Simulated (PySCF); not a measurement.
## Radial density of N (nitrogen, neutral)

BHandHLYP, [He] 2s1 2p4, 2s spin antiparallel (an excited configuration). Calculation: PySCF 2.14, in x2c-TZVPPall; scalar relativity by spin-free X2C-1e.

| r (bohr) | 4πr²ρ (e/bohr) | 4πr²(ρα − ρβ) |
| --- | --- | --- |
| 0.00322 | 0.02609 | -0.0008 |
| 0.00542 | 0.07129 | -0.0022 |
| 0.00911 | 0.1889 | -0.0057 |
| 0.0153 | 0.4866 | -0.0146 |
| 0.0258 | 1.183 | -0.0349 |
| 0.0433 | 2.614 | -0.0746 |
| 0.0729 | 4.905 | -0.1289 |
| 0.123 | 7.038 | -0.1409 |
| 0.206 | 6.570 | 0.0160 |
| 0.347 | 3.523 | 0.3607 |
| 0.584 | 2.517 | 0.5380 |
| 0.982 | 3.286 | 0.4536 |
| 1.65 | 2.052 | 0.3581 |
| 2.78 | 0.4706 | 0.1518 |
| 4.67 | 0.02319 | 0.0106 |

Densities and radii are taken from the X2C orbitals without a picture-change correction, which distorts them close to the nucleus.

With the s spin flipped the determinant is a mixture of two multiplicities, not a spectroscopic state.
